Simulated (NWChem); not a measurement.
System: CH₂F₂OSi; SMILES O=C[SiH](F)F

The following NWChem deck was run.

```
start job
memory heap 200 mb stack 900 mb global 1100 mb
geometry units angstroms noautosym nocenter noautoz
  O      0.225273    -2.290265     0.000000
  C     -0.484434    -1.299944     0.000000
  Si     0.326335     0.453635     0.000000
  F     -0.190464     1.271639     1.311806
  F     -0.190464     1.271639    -1.311806
  H     -1.618026    -1.393384     0.000000
  H      1.814691     0.374634     0.000000
end
basis spherical
  O library def2-svp
  C library def2-svp
  Si library def2-svp
  F library def2-svp
  H library def2-svp
end
dft
  xc pbe0
  iterations 150
end
cosmo
  do_cosmo_smd true
  solvent etoac
end
task dft energy
```

Parts of the log:

```
             Northwest Computational Chemistry Package (NWChem) 7.3.0
             --------------------------------------------------------

                             Geometry "geometry" -> ""
                             -------------------------

 Output coordinates in angstroms (scale by  1.889725989 to convert to a.u.)

  No.       Tag          Charge          X              Y              Z
 ---- ---------------- ---------- -------------- -------------- --------------
    1 O                    8.0000     0.22527300    -2.29026500     0.00000000
    2 C                    6.0000    -0.48443400    -1.29994400     0.00000000
    3 Si                  14.0000     0.32633500     0.45363500     0.00000000
    4 F                    9.0000    -0.19046400     1.27163900     1.31180600
    5 F                    9.0000    -0.19046400     1.27163900    -1.31180600
    6 H                    1.0000    -1.61802600    -1.39338400     0.00000000
    7 H                    1.0000     1.81469100     0.37463400     0.00000000

 Effective nuclear repulsion energy (a.u.)     225.0601406003

                                 NWChem DFT Module
                                 -----------------

 Summary of "ao basis" -> "ao basis" (spherical)
 ------------------------------------------------------------------------------
       Tag                 Description            Shells   Functions and Types
 ---------------- ------------------------------  ------  ---------------------
 O                          def2-svp                 6       14   3s2p1d
 C                          def2-svp                 6       14   3s2p1d
 Si                         def2-svp                 8       18   4s3p1d
 F                          def2-svp                 6       14   3s2p1d
 H                          def2-svp                 3        5   2s1p

 in cosmo_initialize ...
 calling solv_data for solv:etoac

 solvent parameters
 solvname_short: etoac
 solvname_long:  ethyl acetate
 dielec:        5.9867
 dielecinf:     1.8832
 nonaqueous SMD model solvent descriptors
 dielec:        5.9867
 sola:          0.0000
 solb:          0.4500
 solc:          0.0000
 solg:         33.6700
 solh:          0.0000
 soln:          1.3723

          ---------------
          -cosmo- solvent
          ---------------
 Cosmo: York-Karplus, doi: 10.1021/jp992097l
 dielectric constant -eps-     =   5.99
 screen = (eps-1)/(eps    )    =   0.83296
 surface charge correction     = lagrangian

   van der Waals surface
 --------------------------

 ---------- ATOMIC COORDINATES (A.U.) ------------ VDWR(ANG.) --
     1    0.42570424   -4.32797329    0.00000000     2.294
     2   -0.91544752   -2.45653796    0.00000000     1.850
     3    0.61668373    0.85724585    0.00000000     2.470
     4   -0.35992477    2.40304927    2.47895389     1.730
     5   -0.35992477    2.40304927   -2.47895389     1.730
     6   -3.05762578   -2.63311396    0.00000000     1.200
     7    3.42926874    0.70795561    0.00000000     1.200
 number of segments per atom =        128
 number of   points per atom =        128
 atom (   nspa,  nppa )
 ----------------------
    1 (     94,     0 )       0
    2 (     18,     0 )       0
    3 (     64,     0 )       0
    4 (     66,     0 )       0
    5 (     66,     0 )       0
    6 (     54,     0 )       0
    7 (     34,     0 )       0
 number of -cosmo- surface points =      396
 molecular surface =    127.731 angstrom**2
 molecular volume  =    114.811 angstrom**3
 -lineq- algorithm             =   0
 -bem- low  level              =   3
 -bem- from -octahedral-
 gaussian surface charge width =   4.50000
 degree of switching           =   1.00000
 switching function tolerance  =   0.00010
 atomic radii =
 --------------
    1  8.000  2.294
    2  6.000  1.850
    3 14.000  2.470
    4  9.000  1.730
    5  9.000  1.730
    6  1.000  1.200
    7  1.000  1.200
 ...... end of -cosmo- initialization ......

 nat:                     7
 ixmem:                  2814
 calling mnsol_interface()
 G(SMD-CDS) energy (kcal/mol)  =     0.039
 SMD-CDS SASA (angstrom**2)    =   130.337

[...]

                                COSMO-SMD solvation results
                                ---------------------------

             internal energy in gas <Psi(g)|H|Psi(g)> =      -603.024376529058
         internal energy in solvent <Psi(s)|H|Psi(s)> =      -603.023823907167
                               delta internal energy  =         0.000552621891 (    0.35 kcal/mol)
   total free energy in solvent <Psi(s)|H+V/2|Psi(s)> =      -603.030250641956
 polarization energy contribution <Psi(s)|V/2|Psi(s)> =        -0.006426734789 (   -4.03 kcal/mol)
    total free energy in solvent including G(SMD-CDS) =      -603.030188731722
                       G(SMD-CDS) energy contribution =         0.000061910234 (    0.04 kcal/mol)
     1 M fixed-concentration free energy of solvation =        -0.005812202664 (   -3.65 kcal/mol)

                       DFT Final Molecular Orbital Analysis
                       ------------------------------------

 Vector   22  Occ=2.000000D+00  E=-4.219576D-01
              MO Center= -3.4D-02, -1.6D+00, -1.4D-09, r^2= 2.1D+00
   Bfn.  Coefficient  Atom+Function         Bfn.  Coefficient  Atom+Function
  ----- ------------  ---------------      ----- ------------  ---------------
     6      0.478753  1 O  pz                20      0.339440  2 C  pz
     9      0.311569  1 O  pz                23      0.188902  2 C  pz
    51     -0.147732  4 F  py                65      0.147732  5 F  py
    54      0.106767  4 F  py                68     -0.106767  5 F  py
    52      0.068203  4 F  pz                66      0.068203  5 F  pz

 Vector   23  Occ=2.000000D+00  E=-3.919569D-01
              MO Center=  8.5D-01,  2.4D-01,  3.5D-09, r^2= 2.9D+00
   Bfn.  Coefficient  Atom+Function         Bfn.  Coefficient  Atom+Function
  ----- ------------  ---------------      ----- ------------  ---------------
    80      0.359299  7 H  s                 50      0.250973  4 F  px
    64      0.250973  5 F  px                81      0.227197  7 H  s
    36      0.214031  3 Si px                 4     -0.204989  1 O  px
    31      0.191268  3 Si s                 53     -0.175315  4 F  px
    67     -0.175315  5 F  px                19     -0.151894  2 C  py

 Vector   24  Occ=2.000000D+00  E=-2.698531D-01
              MO Center= -1.0D-01, -1.5D+00,  2.4D-10, r^2= 2.3D+00
   Bfn.  Coefficient  Atom+Function         Bfn.  Coefficient  Atom+Function
  ----- ------------  ---------------      ----- ------------  ---------------
     4      0.407542  1 O  px                 5      0.320305  1 O  py
     7      0.313454  1 O  px                75      0.264368  6 H  s
     8      0.258511  1 O  py                31     -0.239011  3 Si s
    76      0.191844  6 H  s                 37      0.180893  3 Si py
    17     -0.173150  2 C  s                 18     -0.159312  2 C  px

 Vector   25  Occ=0.000000D+00  E=-7.052070D-02
              MO Center= -1.5D-01, -1.3D+00, -2.0D-09, r^2= 2.2D+00
   Bfn.  Coefficient  Atom+Function         Bfn.  Coefficient  Atom+Function
  ----- ------------  ---------------      ----- ------------  ---------------
    23     -0.440337  2 C  pz                20     -0.429985  2 C  pz
     6      0.411664  1 O  pz                 9      0.413160  1 O  pz
    41     -0.278317  3 Si pz                38     -0.135876  3 Si pz
    43      0.104778  3 Si d -1              49      0.101968  4 F  s
    63     -0.101968  5 F  s                 51      0.096878  4 F  py

 Vector   26  Occ=0.000000D+00  E= 4.427357D-02
              MO Center=  2.3D-01,  5.9D-01, -6.0D-09, r^2= 3.4D+00
   Bfn.  Coefficient  Atom+Function         Bfn.  Coefficient  Atom+Function
  ----- ------------  ---------------      ----- ------------  ---------------
    40      0.931313  3 Si py                22      0.436599  2 C  py
     3      0.382693  1 O  s                 49     -0.298824  4 F  s
    63     -0.298824  5 F  s                 37      0.259173  3 Si py
    39     -0.243385  3 Si px                17      0.212592  2 C  s
    76     -0.208261  6 H  s                 21     -0.187897  2 C  px

 Vector   27  Occ=0.000000D+00  E= 7.143507D-02
              MO Center= -1.7D-01, -2.8D-01, -1.8D-07, r^2= 5.1D+00
   Bfn.  Coefficient  Atom+Function         Bfn.  Coefficient  Atom+Function
  ----- ------------  ---------------      ----- ------------  ---------------
    32      1.495010  3 Si s                 17     -1.239887  2 C  s
    76      1.019610  6 H  s                 81     -0.935546  7 H  s
    31      0.415993  3 Si s                 22     -0.407297  2 C  py
    21      0.320951  2 C  px                40     -0.314651  3 Si py
    16     -0.281991  2 C  s                 30      0.275179  3 Si s

     Multipole analysis of the density
     ---------------------------------

     L   x y z        total         alpha         beta         nuclear
     -   - - -        -----         -----         ----         -------
     0   0 0 0     -0.000000    -24.000000    -24.000000     48.000000

     1   1 0 0     -0.165040     -0.302279     -0.302279      0.439518
     1   0 1 0      0.086005     -1.941075     -1.941075      3.968156
     1   0 0 1      0.000000      0.000000      0.000000      0.000000

     2   2 0 0    -23.173245    -29.208136    -29.208136     35.243026
     2   1 1 0      2.615312      0.775189      0.775189      1.064933
     2   1 0 1      0.000000      0.000000      0.000000      0.000000
     2   0 2 0    -31.073073   -169.398834   -169.398834    307.724595
     2   0 1 1      0.000000      0.000000      0.000000      0.000000
     2   0 0 2    -26.789325    -68.701574    -68.701574    110.613823
```

Level: PBE0/def2-SVP, SMD on the gas-phase geometry. Geometry: optimised at PBE-D3(BJ)/def2-SVP. Solvent: ethyl acetate.
